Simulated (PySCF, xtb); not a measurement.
C3H6BFO, SMILES B(F)(CC=C)O.

GFN2-xTB run with xtb 6.7.1 at its own geometry gives an orbital gap of 5.14 eV and a dipole moment of 2.77 D.

The structure is a stationary point at ωB97X-D3(BJ)/def2-SVP. Other conformers were not sampled.

Q: What does r2SCAN/def2-TZVP (PySCF) give? (The exact figures need the calculation; the answer reports its results.)

A: gap 5.74 eV (levels -6.78 and -1.04 eV), dipole 2.44 D.
